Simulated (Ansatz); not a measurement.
A structure relaxed at PBE-D4/def2-SVP in Ansatz, charge 0, doublet:

| atom | x (Å) | y (Å) | z (Å) |
| --- | --- | --- | --- |
| Au1 | 0.5985 | 1.8267 | -0.8086 |
| Au2 | 0.7982 | -0.9636 | 1.7615 |
| Au3 | -1.7924 | -0.3898 | 1.1442 |
| Te4 | -1.3329 | 0.1029 | -1.4131 |
| Te5 | 1.7286 | -0.5762 | -0.6840 |

Question: Give its formula and point group.

Answer: the cluster Te₂Au₃. Point group Cs (tolerance 0.1 Å).

Question: Summarise the bond lengths by kind (pairs closer than 1.2 times the sum of covalent radii, bridged metal pairs left out).

Answer: 4 × Au–Te 2.64 to 2.66 Å; 1 × Au–Au 2.72 Å; 1 × Te–Te 3.22 Å.

In the def2 sets Au, Te take a core potential; there is no spin–orbit coupling. The relaxation made no stability test and no search for a lower SCF solution. No other spin state of charge 0 was run. Another isomer (doublet) lies 0.98 eV lower at PBE0-D4/def2-TZVP; other spin states weren't run for this one.
